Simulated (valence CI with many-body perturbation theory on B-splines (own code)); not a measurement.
Results of a calculation; reference values are marked as such.
**Basis-set convergence for Sr23+**

Method: relativistic CI+MBPT: five valence electrons over a frozen Dirac-Fock core [Ne], a basis of 9 s, 9 p, 8 d, 6 f, 3 g, 1 h functions for each j, with the one-electron correlation potential Σ1 (screened to all orders), the two-electron term Σ2, the three-electron term Σ3, Breit, model QED; selected single and double excitations, second order for the rest, scaled by the run's own slope (own B-spline code, finite nucleus).

No measured spectrum was set against this ion. As an estimate, levels of excited configurations hold to 0.05 to 0.15 % of their energy, terms of the ground configuration to about 0.5 %. Among the levels kept, up to 1700 cm⁻¹ of a level comes from second order outside the variational space, and about a tenth of that is noise between levels of different J, which matters for small intervals.

The reference run has the lowest level 3s²3p³ ⁴S°_3/2 and an ionisation energy of 1095.56 eV. Its largest variational space holds 20000 state functions.

Names give the largest LS component (configuration and term), which can be under half, so a name can repeat, a term be missing and a line seem to break the LS rules; names also repeat where a configuration has a term twice.

Changed runs:
A. basis 6 s, 6 p, 5 d, 3 f, 1 g
B. basis 5 s, 5 p, 4 d, 2 f

Excitation energies of the reference run in cm⁻¹, and shifts in cm⁻¹:

| Level | Reference | A | B |
| --- | --- | --- | --- |
| 3s²3p³ ²D°_3/2 | 97296 | +54 | +224 |
| 3s²3p³ ²D°_5/2 | 131660 | +124 | +475 |
| 3s²3p³ ²P°_1/2 | 181491 | +174 | +613 |
| 3s²3p³ ²P°_3/2 | 269347 | +127 | +471 |
| 3s3p⁴ ⁴P_5/2 | 576150 | -64 | -183 |
| 3s3p⁴ ⁴P_3/2 | 640004 | -52 | -166 |
| 3s3p⁴ ⁴P_1/2 | 654057 | -40 | -85 |
| 3s3p⁴ ²D_3/2 | 717047 | +73 | +152 |
| 3s3p⁴ ²D_5/2 | 753272 | +79 | +214 |
| 3s²3p²3d ⁴F_3/2 | 781808 | +301 | +779 |
| 3s²3p²3d ²P_3/2 | 810041 | +150 | +241 |
| 3s²3p²3d ⁴F_5/2 | 811450 | +319 | +768 |
| Ionisation energy (eV) | 1095.56 | -0.033 | -0.11 |
